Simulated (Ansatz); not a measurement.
Task: Name a neutral molecule of S, Sn and H with LUMO energy (PBE/def2-TZVPP) between -3.10 and -2.80 eV and ideal-gas entropy at 298 K and 1 bar (rigid rotor, harmonic PBE0-D4/def2-TZVP) between 440 and 456 J/(mol·K) (Ansatz, PBE0-D4/def2-TZVP geometry).

Result: `[SH][Sn]([SH])([SH])[SH]` (-2.88 eV, 448 J/(mol·K)). Other molecules can fit too; these were computed, each in one conformer that needn't be the lowest.
